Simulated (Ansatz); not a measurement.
C$_{7}$H$_{8}$Cl$_{2}$Si, SMILES `C[Si](Cl)(Cl)c1ccccc1`. Total charge 0; spin multiplicity 1. All single points use the PBE0-D4/def2-TZVP geometry. It is one conformer, not always the lowest.

```xyz
18

C    -2.430   -1.147    1.219
Si   -1.397   -1.229   -0.313
Cl   -2.567   -0.762   -1.939
Cl   -0.756   -3.165   -0.587
C     0.076   -0.106   -0.292
C     0.343    0.694    0.819
C     1.446    1.536    0.839
C     2.295    1.587   -0.254
C     2.042    0.797   -1.368
C     0.942   -0.042   -1.385
H    -1.844   -1.437    2.095
H    -3.275   -1.831    1.128
H    -2.818   -0.137    1.369
H    -0.313    0.664    1.683
H     1.641    2.152    1.710
H     3.157    2.245   -0.241
H     2.706    0.837   -2.224
H     0.752   -0.655   -2.260
```

Q: What is the dipole moment at B3LYP/def2-TZVPP? (Estimate.)

A: The calculation gave: 2.55 D, with components (0.94, 1.66, 1.69) D in this frame, pointing from negative to positive charge.

Q: And with PBE, r2SCAN, ωB97M-V? (Estimate.)

A: Ansatz gave: PBE 2.48 D, r2SCAN 2.57 D, ωB97M-V 2.53 D.

Q: Give the Mulliken charges with B3LYP, PBE, r2SCAN in def2-TZVPP. (An estimate is asked.)

A: Ansatz gave: 
```json
{"atom": "C1", "B3LYP": "-0.40", "PBE": "-0.38", "r2SCAN": "-0.32"}
{"atom": "Si2", "B3LYP": "0.64", "PBE": "0.53", "r2SCAN": "0.70"}
{"atom": "Cl3", "B3LYP": "-0.25", "PBE": "-0.22", "r2SCAN": "-0.26"}
{"atom": "Cl4", "B3LYP": "-0.25", "PBE": "-0.22", "r2SCAN": "-0.25"}
{"atom": "C5", "B3LYP": "-0.09", "PBE": "-0.03", "r2SCAN": "-0.11"}
{"atom": "C6", "B3LYP": "-0.10", "PBE": "-0.10", "r2SCAN": "-0.06"}
{"atom": "C7", "B3LYP": "-0.16", "PBE": "-0.15", "r2SCAN": "-0.15"}
{"atom": "C8", "B3LYP": "-0.09", "PBE": "-0.07", "r2SCAN": "-0.05"}
{"atom": "C9", "B3LYP": "-0.15", "PBE": "-0.14", "r2SCAN": "-0.15"}
{"atom": "C10", "B3LYP": "-0.12", "PBE": "-0.11", "r2SCAN": "-0.09"}
{"atom": "H11", "B3LYP": "0.11", "PBE": "0.11", "r2SCAN": "0.09"}
{"atom": "H12", "B3LYP": "0.12", "PBE": "0.12", "r2SCAN": "0.09"}
{"atom": "H13", "B3LYP": "0.11", "PBE": "0.11", "r2SCAN": "0.09"}
{"atom": "H14", "B3LYP": "0.12", "PBE": "0.10", "r2SCAN": "0.09"}
{"atom": "H15", "B3LYP": "0.13", "PBE": "0.11", "r2SCAN": "0.10"}
{"atom": "H16", "B3LYP": "0.13", "PBE": "0.12", "r2SCAN": "0.10"}
{"atom": "H17", "B3LYP": "0.13", "PBE": "0.11", "r2SCAN": "0.10"}
{"atom": "H18", "B3LYP": "0.12", "PBE": "0.10", "r2SCAN": "0.08"}
```

B3LYP here is the variant with VWN-RPA as its local correlation; programs differ in this.
